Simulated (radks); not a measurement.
Problem. All-electron atom: I33+ in [Ar] 3d2. Method: scalar-relativistic Kohn-Sham, PBE, spin-polarised, spherical densities, finite nucleus; open shells are filled with parallel spins first (spin-orbit coupling, left out, can overturn this in heavy ions); Fermi nuclear charge, rms radius 4.75 fm; computed with a radial shooting solver on a logarithmic mesh with Libxc functionals. Some entries of the table are withheld. Estimate them.

orbital  occ.  eigenvalue (eV)  <r^2> (bohr^2)
1s up       1        -34639.71        0.001005
1s down     1        -34639.65        0.001005
2s up       1        -6720.797         0.01593
2s down     1        -6713.255         0.01590
2p up       3        -6208.786         0.01258
2p down     3        -6203.116         0.01255
3s up       1              (1)         0.09651
3s down     1              (2)         0.09681
3p up       3        -2251.299         0.09325
3p down     3        -2242.678         0.09360
3d up       2              (3)         0.07436
3d down     0              (4)         0.07477

Solution. 
(1) 3s up eigenvalue (eV): -2414.236
(2) 3s down eigenvalue (eV): -2405.999
(3) 3d up eigenvalue (eV): -2041.831
(4) 3d down eigenvalue (eV): -2030.920
